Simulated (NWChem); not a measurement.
System: CH₃FO₃Si; SMILES [Si]1(OCO1)(O)F

Here is an NWChem input.

```
start job
memory heap 200 mb stack 900 mb global 1100 mb
geometry units angstroms noautosym nocenter noautoz
  O      1.312581    -1.354361     0.000000
  Si     0.019870    -0.362788     0.000000
  F     -1.287218    -1.285443     0.000000
  O      0.006783     0.877473    -1.112533
  C     -0.020839     1.797553     0.000000
  O      0.006783     0.877473     1.112533
  H      1.150906    -2.307882     0.000000
  H      0.868079     2.435005     0.000000
  H     -0.944724     2.383587     0.000000
end
basis spherical
  * library 6-31g*
end
dft
  xc b3lyp
  iterations 150
end
property
  shielding 8 1 2 3 4 5 7 8 9
end
task dft property
```

Excerpt of the output:

```
             Northwest Computational Chemistry Package (NWChem) 7.3.0
             --------------------------------------------------------

                             Geometry "geometry" -> ""
                             -------------------------

 Output coordinates in angstroms (scale by  1.889725989 to convert to a.u.)

  No.       Tag          Charge          X              Y              Z
 ---- ---------------- ---------- -------------- -------------- --------------
    1 O                    8.0000     1.31258100    -1.35436100     0.00000000
    2 Si                  14.0000     0.01987000    -0.36278800     0.00000000
    3 F                    9.0000    -1.28721800    -1.28544300     0.00000000
    4 O                    8.0000     0.00678300     0.87747300    -1.11253300
    5 C                    6.0000    -0.02083900     1.79755300     0.00000000
    6 O                    8.0000     0.00678300     0.87747300     1.11253300
    7 H                    1.0000     1.15090600    -2.30788200     0.00000000
    8 H                    1.0000     0.86807900     2.43500500     0.00000000
    9 H                    1.0000    -0.94472400     2.38358700     0.00000000

 Effective nuclear repulsion energy (a.u.)     339.0624799588

                              NWChem Property Module
                              ----------------------

  itol2e modified to match energy
  convergence criterion.

                                 NWChem DFT Module
                                 -----------------

 Summary of "ao basis" -> "ao basis" (spherical)
 ------------------------------------------------------------------------------
       Tag                 Description            Shells   Functions and Types
 ---------------- ------------------------------  ------  ---------------------
 O                           6-31g*                  6       14   3s2p1d
 Si                          6-31g*                  8       18   4s3p1d
 F                           6-31g*                  6       14   3s2p1d
 C                           6-31g*                  6       14   3s2p1d
 H                           6-31g*                  2        2   2s

  itol2e modified to match energy
  convergence criterion.

[...]

          -----------------------------------------
          Chemical Shielding Tensors (GIAO, in ppm)
          -----------------------------------------

                                NWChem CPHF Module
                                ------------------

  scftype          =     RHF
  nclosed          =       28
  nopen            =        0
  variables        =     1848
  # of vectors     =        3
  tolerance        = 0.10D-03
  level shift      = 0.00D+00
  max iterations   =       50
  max subspace     =       30

 SCF residual:    1.0088526059315714E-004

Iterative solution of linear equations
  No. of variables     1848
  No. of equations        3
  Maximum subspace       30
        Iterations       50
       Convergence  1.0D-04

   iter   nsub   residual    time
   ----  ------  --------  ---------
     1      3    4.76D-01      72.7
     2      6    1.41D-02      80.7
     3      9    8.89D-04      88.0
     4     12    3.79D-05      93.1

      Atom:    1  O
        Diamagnetic
    395.1228    -13.3594      0.0000
    -13.3594    402.2137     -0.0000
      0.0000     -0.0000    374.5676

        Paramagnetic
   -111.0616    -36.8144      0.0000
    -36.8144   -111.4211      0.0000
      0.0000      0.0000   -116.4153

        Total Shielding Tensor
    284.0612    -50.1737      0.0000
    -50.1737    290.7926     -0.0000
      0.0000     -0.0000    258.1524

           isotropic =     277.6687
          anisotropy =      90.0670

          Principal Components and Axis System
                 1           2           3
              337.7134    258.1524    237.1404

      1        -0.6830      0.0000      0.7304
      2         0.7304      0.0000      0.6830
      3        -0.0000      1.0000     -0.0000

      Atom:    2  Si
        Diamagnetic
    881.0255      0.8386     -0.0000
      0.8386    884.9272     -0.0000
     -0.0000     -0.0000    879.4160

        Paramagnetic
   -402.1441    -20.3046      0.0000
    -20.3046   -393.4305      0.0000
      0.0000      0.0000   -426.1164

        Total Shielding Tensor
    478.8813    -19.4660      0.0000
    -19.4660    491.4967      0.0000
      0.0000      0.0000    453.2996

           isotropic =     474.5592
          anisotropy =      46.6384

          Principal Components and Axis System
                 1           2           3
              505.6515    464.7265    453.2996

      1        -0.5881      0.8088     -0.0000
      2         0.8088      0.5881     -0.0000
      3        -0.0000      0.0000      1.0000

      Atom:    3  F
        Diamagnetic
    481.4644     14.8063      0.0000
     14.8063    470.3511      0.0000
      0.0000      0.0000    459.5138

        Paramagnetic
   -134.6783     62.1868     -0.0000
     62.1868   -161.7152     -0.0000
     -0.0000     -0.0000   -176.2218

        Total Shielding Tensor
    346.7860     76.9931      0.0000
     76.9931    308.6359     -0.0000
      0.0000     -0.0000    283.2920

           isotropic =     312.9046
          anisotropy =     141.1908

          Principal Components and Axis System
                 1           2           3
              407.0318    283.2920    248.3901

      1         0.7876      0.0000     -0.6162
      2         0.6162     -0.0000      0.7876
      3        -0.0000      1.0000      0.0000

      Atom:    4  O
        Diamagnetic
    368.5196     -0.7886     -0.2446
     -0.7886    405.8619      0.6211
     -0.2446      0.6211    394.8860

        Paramagnetic
   -246.8647     -4.6047      3.7246
     -4.6047   -164.8987    -51.7593
      3.7246    -51.7593   -124.7502

[...]
```

Level: B3LYP/6-31G* (spherical d), GIAO. All runs use the structure optimised with B3LYP/6-31G* (spherical d). B3LYP is NWChem's, with the RPA form of VWN correlation. The output numbers the shielded atoms by their place in the input's list. The printed shielding anisotropy is the first printed principal value minus the mean of the other two.
